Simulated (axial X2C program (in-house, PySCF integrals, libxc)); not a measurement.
## Nuclear properties of TaB⁻

Computed with an axial X2C code built on PySCF integrals: two-component X2C with atomic mean-field Coulomb and Gaunt terms, Gaussian nuclei, basis Ta dyall-acv3z, B dyall-av3z with contracted cores.

R = 2.128 Å (near the PBE0 minimum at charge -1 of the determinant lowest at the starting distance; the state shown can have its own minimum elsewhere).

Determinant lowest in the PBE0 search, Ω = 5/2 (⟨Sz⟩ = 2.46, ⟨Lz⟩ = 0.04 at PBE0), spin on the atoms Ta 1.69, B 0.77:

| level | Eeff magnitude (GV/cm) | Ws magnitude Ta (kHz) | A∥/gI Ta (MHz) | qzz Ta (a.u.) | A∥/gI B (MHz) | qzz B (a.u.) |
| --- | --- | --- | --- | --- | --- | --- |
| PBE0 | 21 | 9.67 | 405 | -0.45 | -0.334 | -0.18 |
| HF | 50 | 21.7 | 637 | -0.99 | 5 | -0.20 |
| LDA | 2.21 | 1.9 | 243 | -0.80 | 0.71 | -0.19 |
| PBE | 5.36 | 3.33 | 342 | -0.63 | -1.47 | -0.21 |
| BHandHLYP | 33.7 | 14.8 | 343 | -0.79 | 6.31 | -0.17 |

Determinant 0.16 eV from it at PBE0 and this distance, Ω = 3/2 (⟨Sz⟩ = -1.46, ⟨Lz⟩ = 2.96 at PBE0), spin on the atoms Ta -1.10, B -0.36:

```
    level  Eeff magnitude (GV/cm)  Ws magnitude Ta (kHz)  A∥/gI Ta (MHz)  qzz Ta (a.u.)  A∥/gI B (MHz)  qzz B (a.u.)
     PBE0                    17.7                   13.4             104          -4.89           12.2         -0.07
       HF                      63                   44.6            -794          -3.98           14.5         -0.18
      LDA                    2.65                   3.12             538          -4.79           9.44         -0.05
      PBE                    7.03                   6.06             386          -4.93           12.1         -0.06
BHandHLYP                    30.4                   22.1             107          -4.95             10         -0.11
```

Eeff is the effective electric field on the electron electric dipole moment in this Ω state and Ws the scalar–pseudoscalar constant of the nucleus named (defined with the proton number Z and per Ω); A∥ (defined per Ω) follows by multiplying with gI = μI/(I μN); qzz is the electric field gradient, eQq0 = 234.96 MHz × Q/barn × qzz. The operators were transformed with the bare-nucleus X2C matrices; with these basis sets, hyperfine constants and field gradients can be off by tens of per cent, and where levels differ in sign neither size nor sign is settled.

Task: With Q(11B) = 0.04059 barn (Q from Pyykkö, Mol. Phys. 2018), turn the PBE0 values of the first state into constants in MHz.

Result: eQq0(11B) = 234.96 × (0.04059) × (-0.18) = -1.72 MHz.

Each state is one determinant with collinear spin, which with several unpaired electrons need not be a pure state. Unrestricted Hartree–Fock can overshoot spin polarisation at the nuclei. For an anion, determinants above electron detachment, or with a positive highest level, are held by the basis set. This is the top spin component of a Σ state; components of lower Ω are not single determinants and can lie lower. With several open shells hyperfine constants can be off by a factor of several. Where Eeff spreads by more than a factor of two the levels disagree and none is to be relied on. At BHandHLYP, LDA, PBE a later determinant lies lower. States lie within half an eV, so the first need not be the ground state. Further determinants of the search, some of them spin-mixed, are not shown. Where a field gradient or hyperfine factor spreads by more than a factor of two over the levels, a constant derived from it is not to be relied on. PBE0 term energies can be off by some tenths of an eV.
